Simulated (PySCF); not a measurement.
Single point on GeSe

State: ¹Σ⁺ (singlet), closed shell.

An equivalent input (the run itself took its basis sets from the Basis Set Exchange, started from a PBE0 density and held the occupation σ 15α 15β, πx 7α 7β, πy 7α 7β, δx 2α 2β, δy 2α 2β):

```python
from pyscf import gto, scf, cc
mol = gto.M(atom='Ge 0 0 0; Se 0 0 2.145', basis={'Ge': 'def2-TZVPPD', 'Se': 'def2-TZVPPD'},
            charge=0, spin=0, verbose=4, symmetry='C2v')
mf = scf.RHF(mol)
mf.irrep_nelec = {'A1': 34, 'A2': 4, 'B1': 14, 'B2': 14}
mf.conv_tol = 1e-9
mf.max_cycle = 60
mf.diis_space = 10
mf.kernel()
mycc = cc.CCSD(mf, frozen=[0, 1, 2, 3, 4, 5, 6, 7, 8, 9, 10, 11, 12, 13, 14, 15, 16, 17])
mycc.run(conv_tol=1e-7, conv_tol_normt=1e-5, max_cycle=80, diis_space=8)
et = mycc.ccsd_t()
```

The SCF ended at -4475.25249367 hartree. The coupled-cluster part of the log:

```
******** <class 'pyscf.cc.ccsd.CCSD'> ********
CC2 = 0
CCSD nocc = 15, nmo = 93
frozen orbitals [0, 1, 2, 3, 4, 5, 6, 7, 8, 9, 10, 11, 12, 13, 14, 15, 16, 17]
max_cycle = 80
direct = 0
conv_tol = 1e-07
conv_tol_normt = 1e-05
diis_space = 8
diis_start_cycle = 0
diis_start_energy_diff = 1e+09
Init t2, MP2 energy = -4475.74024543757  E_corr(MP2) -0.487751766741009
Init E_corr(CCSD) = -0.487751766746245
cycle = 1  E_corr(CCSD) = -0.467837158033445  dE = 0.0199146087  norm(t1,t2) = 0.0824913
cycle = 2  E_corr(CCSD) = -0.486623334738632  dE = -0.0187861767  norm(t1,t2) = 0.0309011
cycle = 3  E_corr(CCSD) = -0.485305782469313  dE = 0.00131755227  norm(t1,t2) = 0.0214668
cycle = 4  E_corr(CCSD) = -0.486859741728552  dE = -0.00155395926  norm(t1,t2) = 0.00868821
cycle = 5  E_corr(CCSD) = -0.487377048894878  dE = -0.000517307166  norm(t1,t2) = 0.00253103
cycle = 6  E_corr(CCSD) = -0.487044529220865  dE = 0.000332519674  norm(t1,t2) = 0.00101026
cycle = 7  E_corr(CCSD) = -0.48704902266534  dE = -4.49344448e-06  norm(t1,t2) = 0.000223975
cycle = 8  E_corr(CCSD) = -0.487064842060828  dE = -1.58193955e-05  norm(t1,t2) = 5.53083e-05
cycle = 9  E_corr(CCSD) = -0.48706211900538  dE = 2.72305545e-06  norm(t1,t2) = 1.60106e-05
cycle = 10  E_corr(CCSD) = -0.487061608403095  dE = 5.10602285e-07  norm(t1,t2) = 3.21349e-06
cycle = 11  E_corr(CCSD) = -0.48706180419306  dE = -1.95789965e-07  norm(t1,t2) = 1.08854e-06
cycle = 12  E_corr(CCSD) = -0.487061780961899  dE = 2.32311606e-08  norm(t1,t2) = 3.74198e-07
CCSD converged
E(CCSD) = -4475.739555451787  E_corr = -0.487061780961899
CCSD(T) correction = -0.0243619925747805
```

T1 diagnostic 0.017, D1 0.058, 30 electrons correlated.

Repeating this along the bond gives Re = 2.153 Å and ωe = 406 cm⁻¹.

A point of this curve took 92 CPU seconds beside 1.7 for the integrals, on Arm Neoverse V1 (shared host).

Correlated steps freeze 18 core orbitals.
